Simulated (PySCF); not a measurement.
CF$_{4}$, charge +1, doublet, geometry from GFN2-xTB (a state made from the parent by changing its charge; the spin is typed, not shown lowest). Base run: CAMB3LYP/6-31G** in PySCF.

PySCF was given this input:
```python
from pyscf import gto, scf, dft

mol = gto.Mole()
mol.atom = '''
    F     0.01244044   -1.03918526   -0.82138004
    C    -0.00000000    0.00000000    0.00000000
    F    -0.17290567    1.13627641   -0.65856320
    F    -1.00801634   -0.07122209    0.85647908
    F     1.16848156   -0.02586906    0.62346417
'''
mol.basis = '6-31g**'
mol.charge = 1
mol.spin = 1
mol.verbose = 4
mol.build()

mf = dft.UKS(mol)
mf.xc = 'camb3lyp'
mf.kernel()
mf.analyze()
```

Variants of this job, named by their change:

```tsv
change	ΔE vs base (mEh)	fitting functions
base	0.000	-
auxbasis = def2-svp-ri	-18.546	240
auxbasis = autoaux	-0.058	582
auxbasis = def2-universal-jfit	3.422	245
auxbasis = even-tempered beta=3.0	-0.660	395
auxbasis = cc-pvtz-jkfit	-0.043	395
auxbasis = cc-pvqz-jkfit	-0.039	530
only_dfj = on; auxbasis = def2-universal-jfit	-0.182	245
auxbasis = def2-tzvp-ri	-0.102	380
auxbasis = def2-universal-jkfit	-0.053	383
```

A fitting set is made for a task (jfit for Coulomb, jkfit for Coulomb and exchange, ri for correlation) and for a family of orbital bases.

Open shells are given as the SCF converged; they aren't shown to be the lowest states, and a large step between rows can be another state.
